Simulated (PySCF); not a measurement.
BBr3, SMILES Br[B-](Br)Br, charge -1, multiplicity 2. Atoms are numbered in the order given.

```xyz
4

B      0.0000     0.0000    -0.5365
Br     1.6856     0.9732     0.0255
Br    -1.6856     0.9732     0.0255
Br     0.0000    -1.9464     0.0255
```
Charge -1, spin multiplicity 2.

Geometry: r2SCAN-D4/def2-SVPD.

Computed with r2SCAN/def2-SVPD run with PySCF.

Mulliken values depend strongly on the basis, most of all with diffuse functions as here. ESP charges are fitted to the potential on shells at 1.4 to 2.0 van der Waals radii. Atomic charges (e):

```
atom  meta-Löwdin  ESP fit  Mulliken spin
----  -----------  -------  -------------
B1     (withheld)    -0.18           1.01
Br2    (withheld)    -0.27           0.00
Br3    (withheld)    -0.27           0.00
Br4    (withheld)    -0.27           0.00
```

**Question.** Fill in the missing entries. (The exact figures need the calculation; the answer reports its results.)

**Answer.** 
- B1, meta-Löwdin: -0.19
- Br2, meta-Löwdin: -0.27
- Br3, meta-Löwdin: -0.27
- Br4, meta-Löwdin: -0.27
